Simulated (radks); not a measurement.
Values are calculated unless marked as measured or tabulated.
Question: Valence configurations of Lu I (all share [Xe]). Code: a radial shooting solver on a logarithmic mesh with Libxc functionals. Model: scalar-relativistic Kohn-Sham, PBE, spin-unpolarised, spherical densities, finite nucleus; Fermi nuclear charge, rms radius 5.37 fm. Order these by energy: 4f14 5d0.5 6s1 6p1.5; 4f14 6s1 6p2; 4f14 5d1 6s1.5 6p0.5; 4f14 6s2 6p1; 4f14 5d2 6s1; 4f13.5 5d1 6s2 6p0.5; 4f14 5d1 6s1 6p1; 4f13 5d2 6s2; 4f13 5d1 6s2 6p1; 4f14 5d1 6s2.

Answer: From the lowest, in eV above it: 4f14 5d1 6s2 0.000; 4f14 6s2 6p1 0.948; 4f14 5d1 6s1.5 6p0.5 1.682; 4f14 5d2 6s1 3.004; 4f14 5d1 6s1 6p1 3.417; 4f14 5d0.5 6s1 6p1.5 3.988; 4f14 6s1 6p2 4.867; 4f13.5 5d1 6s2 6p0.5 5.298; 4f13 5d2 6s2 10.927; 4f13 5d1 6s2 6p1 13.020. NIST lists [Xe] 4f14 5d1 6s2 as the ground configuration; this level of theory agrees among the configurations tried. The energies are those of spherical spin-averaged densities, not of single terms.
